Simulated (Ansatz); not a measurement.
A nudged elastic band was laid between two geometries of C₂H₄F₂OSi (10 atoms, charge 0, multiplicity 1).

Theory: Ansatz, RKS B3LYP/def2-SVP.

```yaml
movable_images: 7
climbing_image: yes
spring: 5.0 eV/Å²
optimiser: quadratic models (default)
start_path: through a guess of the saddle point
force_threshold: 0.05 eV/Å
iteration_limit: 60
end_points: relaxed
```

Image 0:

```xyz
10
Properties=species:S:1:pos:R:3
O 1.149 -0.042 -1.332
C 0.385 -0.136 -0.205
C 0.730 -0.881 0.855
F 1.885 -1.586 0.834
Si -1.203 0.861 -0.232
F -1.932 0.591 1.202
H 1.941 -0.591 -1.216
H 0.153 -0.986 1.774
H -0.921 2.314 -0.358
H -2.104 0.404 -1.320
```

Image 8:

```xyz
10
Properties=species:S:1:pos:R:3
O 1.506 0.600 -0.647
C 0.435 -0.037 -0.095
C 0.527 -1.259 0.457
F 1.715 -1.903 0.472
Si -1.203 0.867 -0.160
F -1.186 2.152 0.842
H 2.288 0.034 -0.553
H -0.288 -1.819 0.917
H -1.447 1.379 -1.530
H -2.262 -0.067 0.300
```

(1) Which bonds break or form, and what moves?

(2) What energy profile does the band end with?

(3) What is the geometry of the highest image?

(4) What are the harmonic wavenumbers there?

Answers

(1) No bond is made or broken. The dihedral C3–C2–Si5–F6 goes from 0 to 111°.

(2) The run converged. The highest image is number 4 of 0 to 8, 8.3 kJ/mol above the first end and 7.5 kJ/mol above the last; the last end lies 0.8 kJ/mol above the first. A vibrational analysis at the climbing image gives one clearly imaginary mode, 81i cm⁻¹: a first-order saddle point.

```csv
image,path coordinate (Å),energy (kJ/mol),dihedral C3–C2–Si5–F6 (°)
0,0.00,0.0,0
1,0.47,1.2,14
2,0.95,4.1,28
3,1.42,7.0,41
4,1.90,8.3,55
5,2.36,7.2,68
6,2.82,4.4,82
7,3.28,1.8,96
8,3.74,0.8,111
```

(3) 
```xyz
10
Properties=species:S:1:pos:R:3
O 1.379 0.359 -1.011
C 0.410 -0.087 -0.159
C 0.603 -1.132 0.662
F 1.795 -1.772 0.667
Si -1.209 0.874 -0.204
F -1.559 1.399 1.300
H 2.166 -0.199 -0.900
H -0.123 -1.539 1.367
H -1.037 2.039 -1.104
H -2.343 0.008 -0.616
```

(4) 81i, 125, 188, 266, 292, 441, 457, 564, 646, 746, 759, 844, 867, 934, 966, 1094, 1158, 1323, 1372, 1703, 2255, 2279, 3234, 3752 cm⁻¹.

Time of the run: 2.4 min on 2 threads of Arm Neoverse V2, on a shared host, peak memory 0.24 GiB.
